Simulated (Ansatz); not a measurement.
Molecule: sum formula H$_{4}$Si$_{2}$OCl$_{2}$ (charge 0, singlet). SMILES: [SiH3]O[SiH](Cl)Cl
Structure (B3LYP-D3(BJ)/def2-TZVP (Ansatz, an electronic-structure program) minimum search):
```
O
Si 1 1.6096
Si 1 1.6524 2 147.23
H 2 1.4622 1 109.98 3 179.89
H 3 1.4760 1 107.23 2 178.60
H 3 1.4779 5 110.34 1 -119.10
H 3 1.4780 5 110.34 6 -121.75
Cl 2 2.0507 4 109.22 1 -120.76
Cl 2 2.0507 4 109.21 1 120.75
```
Charge 0, spin multiplicity 1.

Computed values are from Ansatz. Correlated levels leave the core frozen unless marked. Open shells are spin-unrestricted. Spin-orbit coupling is left out. Non-relativistic. CBS marks a two-point X^-3 extrapolation of the correlation energy; Hartree-Fock from the larger set. The bracket is a focal-point correction in the basis named.

Problem. What is the T1 diagnostic at CCSD/aug-cc-pV(T+d)Z?

Solution. 0.010.

Problem. What is the total energy at RI-MP2/CBS(aug-cc-pV(T+d)Z,aug-cc-pV(Q+d)Z)+[CCSD(T)-MP2]/aug-cc-pV(T+d)Z?

Solution. -1575.4816 Eh.

Problem. What is the atomisation energy De at RI-MP2/CBS(aug-cc-pV(T+d)Z,aug-cc-pV(Q+d)Z)+[CCSD(T)-MP2]/aug-cc-pV(T+d)Z?

Solution. 739.3 kcal/mol.

Problem. What is the dipole moment at CCSD(T)/aug-cc-pV(D+d)Z?

Solution. 1.27 D.
